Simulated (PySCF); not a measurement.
1-[(1R,2R)-2-fluorocyclopropyl]ethanone (C5H7FO), SMILES CC(=O)[C@H]1C[C@H]1F. Atoms are numbered in the order given.

```xyz
14

C      2.3339     0.1773     0.3497
C      0.8619    -0.0480     0.6183
O      0.3251     0.3175     1.6403
C      0.0980    -0.7338    -0.4822
C     -1.3414    -1.1308    -0.1946
C     -1.0742     0.0120    -1.0945
F     -1.3374     1.2738    -0.6633
H      2.7911     0.7084     1.1942
H      2.8459    -0.7871     0.1935
H      2.4614     0.7630    -0.5759
H      0.6943    -1.3327    -1.1766
H     -1.7309    -2.0629    -0.6107
H     -1.6665    -0.8689     0.8166
H     -1.2293    -0.0836    -2.1747
```

Geometry: B3LYP-D3(BJ)/def2-SVP. Other conformers were not sampled.

All values below come from PBE/pcSseg-1 (PySCF).

GIAO shieldings, no solvent; atoms listed in one row are averaged. δ = σ(ref) − σ: ¹³C against TMS (σ = 182.0 ppm); ¹⁷O against H2O (σ = 334.3 ppm); ¹⁹F against CFCl3 (σ = 133.6 ppm); ¹H against TMS (σ = 31.49 ppm), references at their B3LYP-D3(BJ)/def2-TZVP geometries, non-relativistic.

**Question.** Estimate the chemical shifts. (The exact figures need the calculation; the answer reports its results.)

**Answer.** 
```json
[
 {"nucleus": "¹³C", "atoms": "C2", "count": "1", "δ (ppm)": "201.6"},
 {"nucleus": "¹³C", "atoms": "C6", "count": "1", "δ (ppm)": "82.2"},
 {"nucleus": "¹³C", "atoms": "C1", "count": "1", "δ (ppm)": "36.4"},
 {"nucleus": "¹³C", "atoms": "C4", "count": "1", "δ (ppm)": "33.4"},
 {"nucleus": "¹³C", "atoms": "C5", "count": "1", "δ (ppm)": "17.3"},
 {"nucleus": "¹⁷O", "atoms": "O3", "count": "1", "δ (ppm)": "651.5"},
 {"nucleus": "¹⁹F", "atoms": "F7", "count": "1", "δ (ppm)": "-255.7"},
 {"nucleus": "¹H", "atoms": "H14", "count": "1", "δ (ppm)": "4.80"},
 {"nucleus": "¹H", "atoms": "H8, H9, H10", "count": "3", "δ (ppm)": "2.63"},
 {"nucleus": "¹H", "atoms": "H13", "count": "1", "δ (ppm)": "2.32"},
 {"nucleus": "¹H", "atoms": "H11", "count": "1", "δ (ppm)": "2.22"},
 {"nucleus": "¹H", "atoms": "H12", "count": "1", "δ (ppm)": "1.10"}
]
```
